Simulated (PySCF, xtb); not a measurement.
Ge(F)2(Cl)(Me) (CH3ClF2Ge), SMILES [CH3][Ge]([Cl])([F])[F].

Harmonic wavenumbers (cm⁻¹) from GFN2-xTB in xtb at its own minimum, in rising order: 54, 109, 133, 141, 176, 187, 364, 450, 461, 557, 792, 795, 1281, 1408, 1412, 3024, 3036, 3041.

Q: What does PBE0-D3(BJ)/def2-SVP run with PySCF give at its own minimum? (Estimate from the structure and the level; the computed values follow.)

A: 64, 146, 168, 190, 234, 250, 447, 638, 739, 750, 813, 816, 1262, 1420, 1422, 3082, 3205, 3207. Paired by order, the mean absolute difference is 82 cm⁻¹ and the zero-point energies are 24.9 and 27.0 kcal/mol.
